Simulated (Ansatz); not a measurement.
Reaction (ligand exchange at a Zn–F bond): `[F][Zn][Br]` + CH₃SH → `C[S][Zn][Br]` + H–F

Isolated molecules relaxed with PBE0-D4/def2-TZVP in Ansatz; ΔE leaves out vibrations. CBS: MP2 limit from def2 TZ/QZ plus the TZ coupled-cluster correction, frozen cores. This one scheme is used for every species. DFT in def2-TZVPP. B3LYP here is the variant with VWN-RPA as its local correlation; programs differ in this. For Br, Zn outer-core shells are correlated without core-valence functions, which leaves a few kJ/mol of doubt a bond. Scalar relativity is left out up to krypton. Each species was taken in one conformer, which may not be the lowest.

Question: Is it downhill or uphill in electronic energy at CCSD(T)/CBS, and by how much? (An estimate is asked.)

Answer: Computed: Downhill: ΔE = -20.6 kJ/mol.

Question: What do these levels give: B97M-V, r2SCAN0-D4, PBE, B3LYP, SCS-MP2/def2-QZVPP, CCSD/CBS(def2)? (Estimate.)

Answer: Ansatz gave: B97M-V -11.4, r2SCAN0-D4 -23.5, PBE -19.9, B3LYP -11.2, SCS-MP2/def2-QZVPP -14.9, CCSD/CBS(def2) -17.2 kJ/mol.

Largest T1 diagnostic among the species: 0.014.

From r2SCAN to r2SCAN0 (25 % exact exchange), in def2-TZVPP and without D4, ΔE moves by −4.0 kJ/mol. The D4 term adds −6.7 kJ/mol with B3LYP and −3.8 kJ/mol with PBE0; it sums over pairs of atoms, weighted by their polarisabilities, and B3LYP, whose exchange is more repulsive, gets the larger term.
